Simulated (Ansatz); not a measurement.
A nudged elastic band was laid between two geometries of BrH + CH4BFO (10 atoms, charge 0, multiplicity 1).

Computed with RKS LDA/def2-SVP in Ansatz 0.2.0.

```yaml
movable_images: 5
climbing_image: yes
spring: 5.0 eV/Å²
optimiser: quadratic models (default)
start_path: through a guess of the saddle point
force_threshold: 0.03 eV/Å
iteration_limit: 60
end_points: relaxed
```

First end point:

```xyz
10
Properties=species:S:1:pos:R:3
B -0.063 -0.418 -0.018
O -0.460 0.206 1.130
H -1.267 -0.172 1.537
C 1.192 0.048 -0.789
H 1.985 -0.728 -0.704
H 0.974 0.147 -1.873
H 1.596 1.005 -0.398
F -0.810 -1.444 -0.418
Br 1.137 2.811 1.832
H 0.325 1.599 1.615
```

Last end point:

```xyz
10
Properties=species:S:1:pos:R:3
B 0.051 0.443 0.039
O 0.143 -0.028 1.606
H -0.725 -0.477 1.746
C 1.352 0.049 -0.730
H 1.450 -1.057 -0.796
H 1.311 0.444 -1.767
H 2.269 0.455 -0.255
F -1.131 -0.112 -0.344
Br -0.161 2.453 0.405
H 0.049 0.887 2.011
```

(1) What changes between the two ends?

(2) What energy profile does the band end with?

(3) What is the geometry of the highest image?

(4) What are the harmonic wavenumbers there?

Answers

(1) Bonds broken: Br9–H10. Bonds formed: B1–Br9, O2–H10. BrH + CH4BFO becomes CH5BBrFO.

(2) The forces met the threshold. The highest image is number 5 of 0 to 6, 0.49 eV above the first end and 0.26 eV above the last; the last end lies 0.23 eV above the first. A vibrational analysis at the climbing image gives one clearly imaginary mode, 563i cm⁻¹: a first-order saddle point. The orbitals stay closed-shell, which can raise the energy where a bond breaks towards radicals; this wasn't checked here.

| image | path coordinate (Å) | energy (eV) | Br9–H10 (Å) | B1–Br9 (Å) | O2–H10 (Å) |
| --- | --- | --- | --- | --- | --- |
| 0 | 0.00 | 0.00 | 1.47 | 3.91 | 1.67 |
| 1 | 0.66 | 0.01 | 1.47 | 3.85 | 1.67 |
| 2 | 1.31 | 0.03 | 1.47 | 3.71 | 1.69 |
| 3 | 1.97 | 0.06 | 1.47 | 3.48 | 1.72 |
| 4 | 2.63 | 0.13 | 1.48 | 3.08 | 1.71 |
| 5 | 3.28 | 0.49 | 1.70 | 2.47 | 1.23 |
| 6 | 3.97 | 0.23 | 2.25 | 2.05 | 1.00 |

(3) 
```xyz
10
Properties=species:S:1:pos:R:3
B 0.043 0.125 0.084
O 0.090 -0.071 1.551
H -0.797 -0.365 1.859
C 1.366 0.013 -0.710
H 1.616 -1.064 -0.847
H 1.263 0.465 -1.717
H 2.214 0.498 -0.187
F -1.142 -0.222 -0.416
Br -0.116 2.522 0.655
H 0.072 1.156 1.643
```

(4) 563i, 158, 175, 198, 301, 381, 427, 461, 539, 766, 810, 918, 920, 1111, 1205, 1265, 1343, 1355, 1409, 1450, 2966, 3066, 3104, 3643 cm⁻¹.

Time of the run: 56 s on 4 threads of Arm Neoverse V2 (shared host), peak memory 0.16 GiB.
